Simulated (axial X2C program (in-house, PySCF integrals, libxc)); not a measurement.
## Potential curves of GeF⁺, 2c

Computed with an in-house all-electron X2C program for linear molecules (integrals from PySCF). Two-component (2c) means X2C with spin–orbit coupling and atomic mean-field two-electron Coulomb and Gaunt terms. Basis: Ge dyall-cv3z [9s9p7d4f1g], F dyall-av3z [7s6p3d2f] (cores contracted in-house); Gaussian nuclei, density fitting, unrestricted open shells. Masses: Ge 73.921 u, F 18.998 u.

State: Ω = 0 (closed shell). Energies in kJ/mol from the fragments at the same level (Ge+ + F). Fits are polynomials in 1 − R0/R over 0.85 to 1.23 times the lowest point R0.

```csv
R (Å),MP2,CCSD,CCSD(T)
1.4581,-438.48,,
1.5252,-514.44,-468.43,-481.98
1.5754,-546.98,-499.44,-514.10
1.6257,-564.15,-515.10,-530.89
1.6760,-569.53,-519.00,-535.95
1.7347,-564.63,-512.44,-530.78
1.7933,-550.94,-497.18,-516.91
1.8687,-524.36,-468.74,-490.28
1.9609,-483.19,,
2.0950,-414.90,,
```

Correlated methods: 10 electrons correlated (number of frozen shells: Ge 3 s, 2 p, 1 d; F 1 s), 234 virtual spin orbitals or spinors in MP2, 90 natural virtuals in coupled cluster.

One determinant describes the state; a PBE0 search over occupations chose it and may have missed a lower one. The closed shell is kept restricted, so the energy runs too high when the bond is stretched far. Dissociation energies refer to the lowest single-determinant-based atoms at the same level and basis. CCSD and (T) use frozen natural virtuals with an MP2 correction for the truncation; (T) itself is uncorrected, so its De runs slightly low. With the outer-core shells frozen, correlated bond lengths of heavy atoms tend to come out a few hundredths of an ångström too long. Coupled cluster ran on the points near the minimum only. MP2 and coupled cluster on one determinant become unreliable at the stretched end.

Task: What are Re, ωe and De at the MP2 level?

Result: At MP2, 2c: Re = 1.679 Å, ωe ≈ 804 cm⁻¹, De = 5.90 eV to Ge+ + F; Be follows as 0.396 cm⁻¹.

Task: Fit the CCSD curve near its minimum: give the equilibrium distance, the harmonic wavenumber and the well depth.

Result: At CCSD, 2c: Re = 1.671 Å, ωe ≈ 820 cm⁻¹, De = 5.38 eV to Ge+ + F; Be follows as 0.4 cm⁻¹.

Task: What are Re, ωe and De at the CCSD(T) level?

Result: At CCSD(T), 2c: Re = 1.677 Å, ωe ≈ 805 cm⁻¹, De = 5.55 eV to Ge+ + F; Be follows as 0.397 cm⁻¹.
